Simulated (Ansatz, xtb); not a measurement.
# C2H11B2N2P: which of two isomers lies lower

Structure X: `CBNCB(N)P`, a singlet. Structure Y: `CBNB(P)NC`, a singlet. Both are isolated molecules in the gas phase, relaxed with B3LYP-D3(BJ)/def2-SVP, each in the lowest conformer that the search found.

Quicker runs give these differences E(Y) − E(X): GFN2-xTB −82.9 kJ/mol; HF/STO-3G −97.1 kJ/mol (at GFN2-xTB geometries); r2SCAN-D4/def2-SVP −65.3 kJ/mol (at GFN2-xTB geometries).

**Question.** Estimate E(Y) − E(X) at the level CCSD(T)/def2-SVP + ΔMP2/def2-TZVPP.

**Answer.** Calculated at CCSD(T)/def2-SVP + ΔMP2/def2-TZVPP: E(Y) − E(X) = −62.7 kJ/mol, so structure Y lies lower.

Level by level:

```csv
level,geometry,E(Y) − E(X) (kJ/mol),departure from the last row (kJ/mol),"job, with rough time for the two"
GFN2-xTB,GFN2-xTB,−82.9,−20.2,"optimisation, 1.5 s"
HF/STO-3G,GFN2-xTB,−97.1,−34.4,"single point, 0.88 s"
r2SCAN-D4/def2-SVP,GFN2-xTB,−65.3,−2.5,"single point, 6.1 s"
B3LYP-D3(BJ)/def2-SVP,B3LYP-D3(BJ)/def2-SVP,−68.3,−5.6,"optimisation, 3 min"
HF/def2-SVP,B3LYP-D3(BJ)/def2-SVP,−77.5,−14.8,part of the CCSD(T) run
MP2/def2-SVP,B3LYP-D3(BJ)/def2-SVP,−67.5,−4.7,part of the CCSD(T) run
CCSD(T)/def2-SVP,B3LYP-D3(BJ)/def2-SVP,−66.1,−3.4,single point
CCSD(T)/def2-SVP + ΔMP2/def2-TZVPP,B3LYP-D3(BJ)/def2-SVP,−62.7,,"single point, 2.7 min"
```

As drawn, Y has 1 B–N, 1 C–H in place of 1 C–B, 1 N–H.

The levels shown agree on the order. The largest departure from CCSD(T)/def2-SVP + ΔMP2/def2-TZVPP is that of HF/STO-3G, 34.4 kJ/mol. The last row adds to CCSD(T) the change of the MP2 difference between the two basis sets, here +3.4 kJ/mol.

With thermal terms from frequencies at re-optimised GFN2-xTB minima (ideal gas, soft modes damped towards free rotors, one conformer each, 298.15 K, 1 atm): on the last row, ΔE + ΔZPE = −62.3, ΔH = −61.8, ΔG = −64.0 kJ/mol.

The correlated steps freeze 11 core orbitals. Run with Ansatz 0.2.0, xtb 6.7.1; the last row on 2 threads of Intel(R) Xeon(R) Processor @ 2.70GHz on a shared host.
